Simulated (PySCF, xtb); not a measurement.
Si(I)3(OH) (HI3OSi), SMILES I[Si](O)(I)I. The values are those of a single conformer.

Harmonic wavenumbers (cm⁻¹) from GFN2-xTB (xtb) at its own minimum, in rising order: 63, 66, 107, 173, 179, 240, 260, 456, 468, 723, 948, 3652.

### Question
What does PySCF with PBE-D3(BJ)/def2-SVP give at its own minimum? (An estimate is asked for; the answer gives what the named calculation found.)

### Answer
62, 71, 112, 142, 189, 222, 241, 409, 416, 788, 894, 3720. Paired by order, the mean absolute difference is 31 cm⁻¹ and the zero-point energies are 10.5 and 10.4 kcal/mol.
